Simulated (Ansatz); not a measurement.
CClF₃, triplet, at the geometry of the source list (a higher spin typed on purpose: for a closed-shell molecule this is an excited state). Base run: B3LYP/STO-3G (Ansatz, an electronic-structure program).

Here is a job for Ansatz.
Ansatz 0.2 input:
```yaml
crystal:
  periodic: [false, false, false]
  atoms:
    - {symbol: F, position_ang: [-0.57610000, -0.63500000, -1.04370000]}
    - {symbol: C, position_ang: [-0.07440000, -0.00180000, 0.00350000]}
    - {symbol: F, position_ang: [-0.57130000, 1.22370000, 0.02310000]}
    - {symbol: F, position_ang: [-0.47540000, -0.62840000, 1.09700000]}
    - {symbol: Cl, position_ang: [1.69720000, 0.04150000, -0.08000000]}
basis:
  gaussian:
    orbitals: STO-3G
hamiltonian:
  xc: b3lyp
magnetization: {spin_polarized: true, initial_magnetization: 2}
```

The bond that is stretched is that between atoms 4 and 2. A test that says stable can miss a lower solution.

Each row names what was changed in the base input (with any setting that the change needs).

```json
[
 {"change": "base", "ΔE vs base (kcal/mol)": "0.000", "<S^2>": "2.001", "stability test says": "minimum"},
 {"change": "spin_polarized = on; lower_state_search = off", "ΔE vs base (kcal/mol)": "0.000", "<S^2>": "2.001", "stability test says": "undecided (no full test)"},
 {"change": "spin_polarized = on; lower_state_search = standard", "ΔE vs base (kcal/mol)": "0.000", "<S^2>": "2.001", "stability test says": "minimum"},
 {"change": "bond × 1.25", "ΔE vs base (kcal/mol)": "-54.96", "<S^2>": "2.002", "stability test says": "minimum"},
 {"change": "spin_polarized = on; lower_state_search = off; bond × 1.25", "ΔE vs base (kcal/mol)": "-54.96", "<S^2>": "2.002", "stability test says": "undecided (no full test)"},
 {"change": "spin_polarized = on; lower_state_search = standard; bond × 1.25", "ΔE vs base (kcal/mol)": "-54.96", "<S^2>": "2.002", "stability test says": "minimum"},
 {"change": "bond × 1.5", "ΔE vs base (kcal/mol)": "-93.3", "<S^2>": "2.001", "stability test says": "minimum"},
 {"change": "spin_polarized = on; lower_state_search = off; bond × 1.5", "ΔE vs base (kcal/mol)": "-93.3", "<S^2>": "2.001", "stability test says": "undecided (no full test)"},
 {"change": "spin_polarized = on; lower_state_search = standard; bond × 1.5", "ΔE vs base (kcal/mol)": "-93.3", "<S^2>": "2.001", "stability test says": "minimum"},
 {"change": "bond × 1.8", "ΔE vs base (kcal/mol)": "-100.0", "<S^2>": "2.001", "stability test says": "minimum"},
 {"change": "spin_polarized = on; lower_state_search = off; bond × 1.8", "ΔE vs base (kcal/mol)": "-100.0", "<S^2>": "2.001", "stability test says": "undecided (no full test)"},
 {"change": "spin_polarized = on; lower_state_search = standard; bond × 1.8", "ΔE vs base (kcal/mol)": "-100.0", "<S^2>": "2.001", "stability test says": "minimum"},
 {"change": "bond × 2.2", "ΔE vs base (kcal/mol)": "-98.5", "<S^2>": "2.001", "stability test says": "minimum"},
 {"change": "spin_polarized = on; lower_state_search = off; bond × 2.2", "ΔE vs base (kcal/mol)": "-98.5", "<S^2>": "2.001", "stability test says": "undecided (no full test)"},
 {"change": "spin_polarized = on; lower_state_search = standard; bond × 2.2", "ΔE vs base (kcal/mol)": "-98.5", "<S^2>": "2.001", "stability test says": "minimum"},
 {"change": "bond × 3.0", "ΔE vs base (kcal/mol)": "-97.9", "<S^2>": "2.001", "stability test says": "minimum"},
 {"change": "spin_polarized = on; lower_state_search = off; bond × 3.0", "ΔE vs base (kcal/mol)": "-97.9", "<S^2>": "2.001", "stability test says": "undecided (no full test)"},
 {"change": "spin_polarized = on; lower_state_search = standard; bond × 3.0", "ΔE vs base (kcal/mol)": "-97.9", "<S^2>": "2.001", "stability test says": "minimum"}
]
```

On stretching, the SCF can end on different states; <S^2> shows the spin contamination of each.
